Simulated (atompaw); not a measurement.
**Logarithmic derivatives: Sb (Z = 51), PAW (atompaw)**

Sb (Z = 51), PAW, made with atompaw 4.2.0.5 (PBE, scalar-relativistic). Core [Kr] 4d10, reference 5s2 5p3. Waves: 5s (bound): rc 1.55 bohr; 5s channel at 3.65 Ry: rc 2.60 bohr; 5p (bound): rc 2.60 bohr; 5p channel at 0.15 Ry: rc 2.60 bohr; 5d channel at -0.05 Ry: rc 2.60 bohr; 5d channel at 1.25 Ry: rc 2.60 bohr. Local part: troulliermartins scheme with l = 3 at 1 Ry, radius 2.05 bohr. Core correction: smooth core density matched at 1.70 bohr. Augmentation charge: besselshape compensation charge, radius 2.40 bohr; PAW radius 2.60 bohr; waves and projectors: custom polynom2 7 10 vanderbiltortho.

The phase is arctan(r·u′/u) with u = r·R(r), unwrapped; energies in Ry, scanned from -3 to 5 Ry. A pole is an energy at which the radial function vanishes at the test radius. The pseudo phase is shifted by a multiple of π to meet the all-electron one at the reference energy, and phase errors are pseudo minus all-electron; the curves can meet again beyond the range given. Levels narrower than the energy grid can be missing from the lists of poles. n/a: not evaluated, since a narrow level or a reset projector energy made the automatic matching unsafe.

| channel | radius (bohr) | reference energy (Ry) | poles, all-electron | poles, pseudo | unbroken range about the reference energy with phases within 0.05 rad | phase error 1 Ry above the reference energy (rad) |
| --- | --- | --- | --- | --- | --- | --- |
| s | 2.61 | -0.94 | 0.21 | 0.15 | below 4.1 | -0.010 |
| p | 2.61 | -0.35 | 1.48 | 1.50 | below 4.2 | +0.000 |
| d | 2.61 | -0.05 | -2.41, 3.74 | 4.26 | n/a | n/a |

Note: ghost state, extra bound levels that the all-electron valence spectrum of the same l lacks: s at -231.4 eV. A true bound ghost makes a file unfit for plane-wave use.

Phases in the s channel:

```
E (Ry)  all-electron  pseudo
 -3.00         1.264   1.251
 -2.76         1.235   1.221
 -2.52         1.197   1.182
 -2.28         1.144   1.127
 -2.04         1.063   1.044
 -1.80         0.928   0.907
 -1.56         0.668   0.643
 -1.32         0.115   0.096
 -1.08        -0.644  -0.647
 -0.84        -1.095  -1.096
 -0.60        -1.309  -1.313
 -0.36        -1.427  -1.433
 -0.12        -1.501  -1.510
  0.12        -1.554  -1.564
  0.36        -1.595  -1.607
  0.60        -1.629  -1.642
  0.84        -1.659  -1.673
  1.08        -1.687  -1.703
  1.32        -1.715  -1.732
  1.56        -1.744  -1.761
  1.80        -1.775  -1.794
  2.04        -1.810  -1.830
  2.28        -1.853  -1.873
  2.52        -1.906  -1.927
  2.76        -1.977  -1.997
  3.00        -2.077  -2.094
  3.24        -2.230  -2.242
  3.48        -2.478  -2.482
  3.72        -2.884  -2.885
  3.96        -3.404  -3.431
  4.20        -3.831  -3.894
  4.44        -4.096  -4.182
  4.68        -4.256  -4.358
  4.92        -4.360  -4.477
```
